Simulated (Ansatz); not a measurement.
Relaxation of CH3OSe (6 atoms, charge 1, multiplicity 1), to a largest force component of 0.015 eV/Å in at most 40 steps.

Method: RKS revPBE-D4/def2-SVP (Ansatz 0.2.0).

```xyz
6
Properties=species:S:1:pos:R:3
C -0.863 -0.099 -0.686
Se 0.544 -0.853 -0.033
O 1.078 0.416 1.004
H -1.484 -0.616 -1.404
H -1.157 0.902 -0.394
H 0.541 1.221 1.015
```

Where does it end, and by what steps?

The forces met the threshold. Limits of this set-up: the dipole of an ion depends on the origin. After 7 steps the energy has fallen by 0.200 eV; H5 moved furthest, 0.21 Å.

```tsv
step	energy less start (eV)	largest force component (eV/Å)	accepted
0	0.0000	1.692	yes
1	-0.1832	0.508	yes
2	-0.1949	0.212	yes
3	-0.1984	0.086	yes
4	-0.1971	0.088	no
5	-0.1992	0.065	yes
6	-0.1983	0.096	no
7	-0.1998	0.010	yes
```

```xyz
6
Properties=species:S:1:pos:R:3
C -0.943 -0.083 -0.735
Se 0.505 -0.784 -0.026
O 1.207 0.393 1.086
H -1.483 -0.725 -1.459
H -1.332 0.928 -0.510
H 0.705 1.241 1.146
```

Run time: 31 s on 1 thread of AMD EPYC 7R43 64-Core Processor (Zen 3), on a shared host, peak memory 0.14 GiB.
